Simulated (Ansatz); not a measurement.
Breaking the Zn1–H2 bond in FHZn (SMILES [F][ZnH]) (multiplicity 1 held, fragments rigid). Energies count from the point at 1.505 Å.
Geometry at that point (charge 0, multiplicity 1):
```tsv
atom	x (Å)	y (Å)	z (Å)
Zn	0.0000	0.0000	-0.3581
H	0.0000	0.0000	-1.8636
F	0.0000	0.0000	1.4008
```

Signs of static correlation in def2-SVP, with CASSCF(2,2), from Ansatz (a program for electronic structure) runs.

| R (Å) | T1 of restricted CCSD | ⟨S²⟩ of UHF | largest double amplitude of restricted CCSD | weight of the CASSCF reference in MRCISD | CASSCF natural occupations |
|---|---|---|---|---|---|
| 1.204 | 0.015 | 0.000 | 0.041 | 0.930 | 1.98 0.02 |
| 1.355 | 0.015 | 0.000 | 0.047 | 0.930 | 1.98 0.02 |
| 1.505 | 0.015 | 0.000 | 0.052 | 0.931 | 1.97 0.03 |
| 1.656 | 0.016 | 0.000 | 0.055 | 0.932 | 1.97 0.03 |
| 1.807 | 0.016 | 0.000 | 0.069 | 0.932 | 1.95 0.05 |
| 2.032 | 0.017 | 0.000 | 0.107 | 0.933 | 1.93 0.07 |
| 2.258 | 0.018 | 0.222 | ___ | 0.934 | 1.89 0.11 |
| 2.635 | ___ | 0.690 | 0.272 | 0.934 | 1.78 0.22 |
| 3.011 | 0.032 | 0.880 | 0.416 | 0.934 | 1.61 0.39 |
| 3.463 | 0.045 | 0.964 | 0.604 | 0.934 | 1.40 0.60 |
| 4.065 | 0.058 | 0.995 | 0.805 | 0.934 | 1.19 0.81 |
| 4.817 | 0.063 | 1.002 | 0.936 | 0.934 | 1.06 0.94 |

Question: Complete the blanks.

Answer: 
- 2.258, largest double amplitude of restricted CCSD: 0.158
- 2.635, T1 of restricted CCSD: 0.023

Doubts at one or more of the structures used: a restricted determinant that unrestricted orbitals would lower (R-CCSD(T)/def2-SVP); other coupled-cluster roots lie near (R-CCSD(T)/def2-SVP); T1 above 0.05 (R-CCSD(T)/def2-SVP, U-CCSD(T)/def2-SVP); a spin-contaminated determinant (U-CCSD(T)/def2-SVP).
